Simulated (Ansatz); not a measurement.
Energy profile

The step: SnNH₅O ([NH2][SnH2][OH]) → SnNH₃ ([NH][SnH2]) + H₂O (still joined by a long Sn–O bond); bonds formed: O2–H4; bonds broken: N3–H4; bonds weakened to dative contacts: Sn1–O2 (atoms numbered as in the saddle structure below).

```tsv
atom	x (Å)	y (Å)	z (Å)
Sn1	-0.5002	0.5313	0.6419
O2	1.3164	-0.5387	-0.1675
N3	-1.0478	-0.3186	-1.0177
H4	0.5205	-0.7220	-0.8515
H5	0.1544	2.1099	0.5931
H6	-0.7200	0.0322	2.2679
H7	2.0364	-0.0623	-0.5960
H8	-1.7595	-1.0320	-0.8702
```

Electronic energies by CCSD(T) at an estimated basis limit (MP2 extrapolated from triple and quadruple zeta, plus CCSD(T) − MP2 in triple zeta), on PBE0-D4/def2-TZVP structures; SnNH₅O, singlet; no counterpoise correction. Ansatz 0.2.0; basis: def2-TZVPP and def2-QZVPP; cores frozen in the correlated methods. Filled d shells of the heavier atoms are correlated. Core potentials replace the inner electrons of the atoms past krypton. The def2 sets are not built for correlating such inner shells, so the correlated values are less sure here. Extrapolation: Hartree–Fock as exp(−7.88 √X), correlation as X^−2.97.

(1) Give the profile in kcal/mol, counted from the start structure. (An estimate is asked for; the value comes from the calculation.)

T1 diagnostic: at most 0.025. The restricted Hartree–Fock reference is unstable towards an unrestricted one at one or more of these structures.

Results:

(1) Computed:
```tsv
point	kcal/mol
start structure	0.00
saddle	51.02
end structure	49.38
separated: SnNH₃ (linked as [NH][SnH2]; Sn1, N3, H5, H6, H8; singlet) + H₂O (O2, H4, H7; singlet)	59.62
```

For scale, one of the runs: CCSD(T)/def2-TZVPP, 182 basis functions, launched by `ansatz run in.yaml --threads 4 --pin off --events-out ev --progress --plain --max-ram 9574MiB`. Hardware: 4 CPU threads of an Arm Neoverse V2, shared host. Wall time 45 s; peak host memory 2.1 GiB.
